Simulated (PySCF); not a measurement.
CH4BFS, SMILES B(F)(S)C. Atoms are numbered in the order given.

```xyz
8

B     -0.1230    -0.4078     0.0000
F     -1.3994    -0.8013     0.0000
C      1.0037    -1.4964     0.0000
H      0.8783    -2.1487    -0.8824
H      2.0298    -1.1038     0.0000
H      0.8783    -2.1487     0.8824
S      0.1206     1.3920     0.0000
H      1.4712     1.3580     0.0000
```

The structure is a stationary point at B3LYP-D3(BJ)/def2-SVP. The values are those of a single conformer.

Method: PySCF with PBE0/pcSseg-1.

GIAO shieldings, no solvent; atoms alike by connectivity are averaged. δ = σ(ref) − σ: ¹¹B against BF3 (σ = 88.8 ppm); ¹⁹F against CFCl3 (σ = 167.2 ppm); ¹³C against TMS (σ = 186.3 ppm); ¹H against TMS (σ = 31.56 ppm); ³³S against H2S (σ = 716.7 ppm), references at their B3LYP-D3(BJ)/def2-TZVP geometries, non-relativistic.

```json
[
 {"atoms": "B1", "nucleus": "¹¹B", "count": "1", "δ (ppm)": "(withheld)"},
 {"atoms": "F2", "nucleus": "¹⁹F", "count": "1", "δ (ppm)": "-38.4"},
 {"atoms": "C3", "nucleus": "¹³C", "count": "1", "δ (ppm)": "(withheld)"},
 {"atoms": "H8", "nucleus": "¹H", "count": "1", "δ (ppm)": "(withheld)"},
 {"atoms": "H4, H5, H6", "nucleus": "¹H", "count": "3", "δ (ppm)": "1.05"},
 {"atoms": "S7", "nucleus": "³³S", "count": "1", "δ (ppm)": "170.8"}
]
```

### Question
Complete the blanks. (The exact figures need the calculation; the answer reports its results.)

### Answer

- H8, δ (ppm): 2.71
- B1, δ (ppm): 43.3
- C3, δ (ppm): 11.2
